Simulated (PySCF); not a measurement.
Vertical excitations of a molecule C₂H₈N₂Si from TDA-PBE/def2-SVPD (PySCF), as energy in eV (oscillator strength): 4.07 (0.001), 4.75 (0.035), 5.45 (0.005), 5.83 (0.052), 6.25 (0.024), 6.33 (0.031), 6.38 (0.080), 6.56 (0.007), 6.62 (0.049), 6.92 (0.013). Lowest triplet (TDA): 3.54 eV. Geometry optimised at B3LYP-D3(BJ)/def2-SVP. The values are those of a single conformer.

**Question.** Pick the molecule that these values belong to.
(A) CN(C)[Si]N
(B) C=C[SiH](N)N
(C) NC/C=N/[SiH3]
(D) C/C=N/[SiH2]N

**Answer.** D, C/C=N/[SiH2]N
